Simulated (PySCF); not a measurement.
**Electronic absorption of trans-Zr(PH3)2Br4**

trans-Zr(PH3)2Br4 (singlet state).
SMILES: `[PH3]->[Zr](<-[PH3])([Br])([Br])([Br])[Br]`

Method used: TDDFT CAM-B3LYP/def2-SVPD, vertical, gas phase, core orbitals frozen in the response, def2 core potentials past Kr in PySCF 2.14.0, density-fitted response routines. Isolated species at its PBE0-D3(BJ)/def2-SVP geometry, gas phase. Spin–orbit coupling is left out. Note that the optimisation stopped short of convergence; the values belong to its last geometry.

```csv
state,E (eV),E (hartree),f,"main configurations (H = HOMO, L = LUMO)"
S1,3.86,0.1419,0.0012,H→L/L+1 (≥93%)
S2,3.86,0.1420,0.0011,H→L/L+1 (≥93%)
S3,4.17,0.1531,0.0003,"H-2→L/L+1 (≥51%), H-3→L/L+1 (≥35%)"
S4,4.19,0.1539,0.0020,"H-2→L/L+1 (≥49%), H-3→L/L+1 (≥24%), H-1→L/L+1 (≥16%)"
S5,4.21,0.1548,0.0093,"H-1→L/L+1 (≥67%), H-4→L/L+1 (≥9%)"
S6,4.22,0.1551,0.0074,"H-1→L/L+1 (≥50%), H-2→L/L+1 (≥18%), H-3→L/L+1 (≥9%)"
S7,4.24,0.1557,0.0020,"H-3→L/L+1 (≥46%), H-2→L/L+1 (≥19%)"
S8,4.29,0.1576,0.0037,"H-3→L/L+1 (≥59%), H-2→L/L+1 (≥26%)"
S9,4.42,0.1623,0.020,"H-4→L/L+1 (≥52%), H-2→L+2 (24%), H→L+2 (8%)"
```

Triplets, Tamm–Dancoff:

| state | E (eV) | λ (nm) | main configurations (H = HOMO, L = LUMO) |
| --- | --- | --- | --- |
| T1 | 3.75 | 330.3 | H→L/L+1 (≥93%) |
| T2 | 3.76 | 329.8 | H→L/L+1 (≥93%) |
| T3 | 3.90 | 317.5 | H-1→L/L+1 (≥72%), H-4→L/L+1 (≥10%) |
| T4 | 3.91 | 317.2 | H-1→L/L+1 (≥73%), H-4→L/L+1 (≥10%) |

The lowest singlet level (S1/S2) lies at 3.86 eV (321 nm, ultraviolet) and is very weak. The strongest level in the table is S9 at 4.42 eV (281 nm, f = 0.020). It is the last of those listed, so stronger ones may follow. S1/S2 and S5/S6 lie within about 0.01 eV of each other in each set. For S1 the Löwdin share of zirconium is at most 2% in HOMO and 62% in LUMO (ligand-to-metal charge transfer by this measure). The listed states span 0.55 eV, and the widest gap between neighbours is 0.30 eV (S2 to S3). Weighted by f, the mean energy of these states is 4.29 eV. The vertical ionisation energy (ΔSCF) is 9.43 eV, 5.01 eV above S9. Orbitals of the list HOMO-3 to LUMO+2 that lie within 0.01 eV of each other are written together with a slash and their weights summed (≥ marks a lower bound); for degenerate orbitals outside that list single weights are arbitrary. Singlets were solved by full linear response, triplets in the Tamm–Dancoff approximation. The highest level found (4.43 eV, f 0.026 so far) is left out, since the window may have cut off a degenerate partner.
